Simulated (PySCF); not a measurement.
C₂H₆ClFSi, SMILES F[C@@H](Cl)C[SiH3]. Coordinates come from a B3LYP-D3(BJ)/def2-SVP optimisation. The structure was generated by enumeration; whether it is a known compound was not checked. Other conformers were not sampled.

Problem. Give the equilibrium geometry at B3LYP-D3(BJ)/def2-SVP (PySCF confirms it by a frequency run) as Cartesian coordinates in Å. (Estimate from the structure and the level; the computed values follow.)

Solution. Several could match; the one computed here: 
```xyz
11

F     -1.1005    -1.3613     0.3877
C     -0.9710    -0.2699    -0.4172
Cl    -1.1322     1.2224     0.5986
C      0.3607    -0.3016    -1.1337
Si     1.9159    -0.2457    -0.0281
H     -1.8319    -0.2482    -1.1019
H      0.4067     0.5373    -1.8466
H      0.3908    -1.2305    -1.7296
H      1.7873    -1.1845     1.1187
H      3.0676    -0.6675    -0.8783
H      2.1700     1.1325     0.4702
```
Charge 0, spin multiplicity 1.
